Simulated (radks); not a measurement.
Spherical quantum dot in the effective-mass picture: electrons in a hard-walled sphere of radius 1.84, with a point charge +1 (a donor) at the centre, all in effective atomic units (hartree* = m*/eps^2 hartree, bohr* = eps/m* bohr), one dielectric constant everywhere. Method: non-relativistic Kohn-Sham, PBE, spin-polarised, spherical densities; computed with a radial shooting solver with Libxc functionals. Levels are named by radial order and angular momentum (1s, 1p, 1d, 2s, ...), and open shells are averaged over m.

N = 23, configuration 1s2 1p6 1d10 2s2 1f(up 3, down 0). This is the lowest configuration that the search found. Occupied and some empty levels:

| level | occupation | eigenvalue (hartree*) | <r> (bohr*) |
|---|---|---|---|
| 1s up | 1 | 17.349 | 1.106 |
| 1s down | 1 | 17.415 | 1.099 |
| 1p up | 3 | 18.376 | 1.215 |
| 1p down | 3 | 18.456 | 1.212 |
| 1d up | 5 | 19.899 | 1.278 |
| 1d down | 5 | 19.986 | 1.277 |
| 2s up | 1 | 21.494 | 0.8117 |
| 2s down | 1 | 21.524 | 0.8150 |
| 1f up | 3 | 21.885 | 1.325 |
| 1f down | 0 | 21.977 | 1.325 |
| 1g up | 0 | 24.301 | 1.363 |
| 1g down | 0 | 24.397 | 1.362 |
| 2p up | 0 | 24.653 | 0.9574 |
| 2p down | 0 | 24.690 | 0.9576 |
| 2d up | 0 | 27.930 | 1.046 |
| 2d down | 0 | 27.977 | 1.046 |

Energy (hartree*): total 262.893, kinetic 108.25, external -21.735, Hartree 196.67, exchange-correlation -20.285.
